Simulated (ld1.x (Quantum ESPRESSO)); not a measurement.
Transferability test, TM semilocal potential for Fe

```json
{
  "Element": "iron",
  "Generator": "ld1.x (Quantum ESPRESSO) 7.5",
  "Type": "norm-conserving Troullier–Martins (semilocal form)",
  "Functional": "Wu–Cohen",
  "Relativity": "scalar-relativistic",
  "Frozen core": "[Ar]",
  "Valence charge": "8",
  "Reference configuration": "3d6 4s2 4p0",
  "Partial waves": "4s (bound): rc 1.70 bohr; 3d (bound): rc 1.15 bohr; 4p (bound, empty): rc 2.15 bohr",
  "Local potential": "the p channel",
  "Core correction": "none"
}
```

Energies are relative to the spin-unpolarised reference configuration 3d6 4s2 4p0; without spin polarisation the order of configurations can differ from experiment.

Q: Give the all-electron excitation energy and the error of the potential for: 3d6 4s1 4p0; 3d6 4s0 4p0; 3d5 4s0 4p0; 3d6 4s1 4p1; 3d5 4s2 4p1; 3d5 4s2 4p0; 3d7 4s1 4p0.

A:

| valence configuration | charge | ΔE all-electron (eV) | error AE − PS (meV) |
| --- | --- | --- | --- |
| 3d6 4s1 4p0 | +1 | 8.761 | -9.7 |
| 3d6 4s0 4p0 | +2 | 24.851 | -19 |
| 3d5 4s0 4p0 | +3 | 59.071 | -27 |
| 3d6 4s1 4p1 | 0 | 4.169 | +0.1 |
| 3d5 4s2 4p1 | 0 | 8.794 | -135 |
| 3d5 4s2 4p0 | +1 | 14.252 | -72 |
| 3d7 4s1 4p0 | 0 | -0.800 | -78 |

Levels in the configuration 3d5 4s2 4p1:

```
level  all-electron (eV)  pseudo (eV)
   3d            -14.114      -14.378
   4s             -7.515       -7.487
   4p             -2.611       -2.566
```
